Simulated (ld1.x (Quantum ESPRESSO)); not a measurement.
## Before and after: RRKJ potential for nitrogen

- Element: N (Z = 7)
- Generator: ld1.x (Quantum ESPRESSO) 7.5
- Type: norm-conserving RRKJ (Kleinman–Bylander form)
- Functional: PBE
- Relativity: non-relativistic
- Frozen core: [He]
- Valence charge: 5
- Reference configuration: 2s2 2p3
- Partial waves: 2p (bound): rc 1.55 bohr; 3d channel at -0.15 Ry: rc 1.35 bohr; 2s (bound): rc 0.85 bohr
- Local potential: the s channel
- Core correction: a·sin(br)/r model core inside 0.55 bohr
- rho0: 0.001

Change: core correction a·sin(br)/r model core inside 0.66 bohr.

Cutoffs: the cutoffs (Ry, on a coarse ladder) from which the occupation-weighted sum of valence levels, in a spherical-Bessel basis at the reference potential, stays within 10 and 1 mRy of its value at 400 Ry; they do not see the model core or the augmentation charge, which bear on the density cutoff. Errors are all-electron minus pseudo energies relative to the spin-unpolarised reference configuration.

Question: What does the change do?

Answer: The potential gets neither clearly harder nor softer (55 Ry and 140 Ry → 55 Ry and 140 Ry); of the 7 tests that both files solve, the error grows in 2 and shrinks in 0 by more than 15 % and 0.3 meV (median size 18.2 → 24.7 meV); neither file shows a bound ghost. A wider model core is smoother and lowers the density cutoff, which this test does not measure.

| quantity | base | changed |
| --- | --- | --- |
| cutoff, loose | 55 Ry | 55 Ry |
| cutoff, tight | 140 Ry | 140 Ry |
| bound ghosts | none | none |
| error for 2s2 2p2, meV [ΔE 13.60 eV] | +15 | +15 |
| error for 2s2 2p1, meV [ΔE 42.46 eV] | +166 | +161 |
| error for 2s2 2p0, meV [ΔE 89.54 eV] | +788 | +754 |
| error for 2s0 2p5, meV [ΔE 22.98 eV] | +18 | +25 |
| error for 2s2 2p3.3, meV [ΔE -1.62 eV] | +0.1 | +0.1 |
| error for 2s1 2p3, meV [ΔE 25.34 eV] | -25 | -25 |
| error for 2s1 2p4, meV [ΔE 11.48 eV] | +4.5 | +5.9 |
| s: phases at 1.71 bohr within 0.05 rad from the reference energy up to (Ry; the scan ends near 5) | to the end of the scan | to the end of the scan |
| p: phases at 1.71 bohr within 0.05 rad from the reference energy up to (Ry; the scan ends near 5) | 3.7 | 3.7 |
| d: phases at 1.71 bohr within 0.05 rad from the reference energy up to (Ry; the scan ends near 5) | to the end of the scan | to the end of the scan |
